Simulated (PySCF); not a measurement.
# F (fluorine, neutral) across methods

[He] 2s1 2p5 3s1, high-spin 4P determinant (an excited configuration). Calculation: PySCF 2.14, in aug-cc-pVQZ with one added diffuse shell each of s, p, d, f, g type (7s6p5d4f3g, 105 functions); the non-relativistic Hamiltonian (point nucleus).

| method | E (hartree) | mean ε 2p α (eV) | mean ε 2p β (eV) | mean ε 3s α (eV) | Σ⟨r²⟩ (bohr²) | ⟨S²⟩ |
| --- | --- | --- | --- | --- | --- | --- |
| M06-L | -98.5553 | -24.161 | -19.637 | -2.703 | 31.21 | 3.753 |
| PBE0 | -98.5015 | -26.054 | -21.239 | -3.321 | 30.35 | 3.753 |
| PBE | -98.5191 | -23.085 | -19.240 | -2.801 | 30.09 | 3.752 |
| r2SCAN | -98.5436 | -24.184 | -19.671 | -2.874 | 30.37 | 3.754 |
| UHF | -98.20774 | -34.362 | -25.893 | -4.545 | 31.71 | 3.758 |
| wB97X-V | -98.5466 | -28.447 | -24.100 | -4.625 | 30.85 | 3.753 |
| TPSS | -98.6020 | -23.416 | -19.428 | -2.748 | 30.64 | 3.752 |
| LDA | -97.9568 | -23.177 | -19.277 | -2.854 | 29.87 | 3.752 |

(1) Estimate the same row for TPSSh.

The outer electron is Rydberg-like, and this basis confines it to a smaller radius and binds it less than a complete one would.

## Answers

(1) E (hartree) = -98.5868; mean ε 2p α (eV) = -24.573; mean ε 2p β (eV) = -20.208; mean ε 3s α (eV) = -2.949; Σ⟨r²⟩ (bohr²) = 30.69; ⟨S²⟩ = 3.753.
